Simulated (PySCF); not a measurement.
A GIAO shielding run with PySCF 2.14.0 with density-fitted response routines (density fitting, non-relativistic, gas phase) on `C[C@](NC)(C[SiH3])[SiH2]C`, C5H17NSi2:

```
$ OMP_NUM_THREADS=1 python probes_run.py task.json out

{"job": {"kind": "nmr", "xc": "PBE0", "basis": "pcSseg-1"}, "charge": 0, "multiplicity": 1}
C     -2.140960    -1.227619     0.756321
N     -1.522879    -0.279713    -0.150051
C     -0.059031    -0.130825    -0.118107
C      0.412156     0.032304     1.323191
C      0.640842    -1.330375    -0.778052
Si     2.531329    -1.434051    -0.651345
Si     0.166741     1.515526    -1.085674
C     -0.799657     2.889531    -0.211576
H     -3.208397    -1.259028     0.538754
H     -1.746884    -2.251952     0.680625
H     -2.015022    -0.885804     1.782546
H     -1.793810    -0.511609    -1.100721
H      1.436618     0.397888     1.338958
H      0.383700    -0.915550     1.860013
H     -0.218628     0.748841     1.844079
H      0.362452    -1.351579    -1.836531
H      0.237408    -2.251632    -0.341928
H      2.945669    -1.754403     0.717590
H      2.982142    -2.521514    -1.526887
H      3.162049    -0.184702    -1.075653
H      1.584383     1.890299    -1.182069
H     -0.360203     1.314631    -2.444384
H     -1.811384     2.571684     0.017175
H     -0.857754     3.772164    -0.839976
H     -0.321813     3.181634     0.718259
```

Hardware: 1 thread of an Arm Neoverse N1, shared host. The job also computes population analyses, field gradients.

**Question.** How large is the calculation?

**Answer.** 82 electrons, 235 basis functions and 1259 auxiliary functions.

**Question.** How long does it take, and how much memory does it need?

**Answer.** 2 min of wall time, with 12 SCF cycles and 4 response iterations; peak memory 1.1 GiB. Times on a shared host scatter by some tens of per cent.
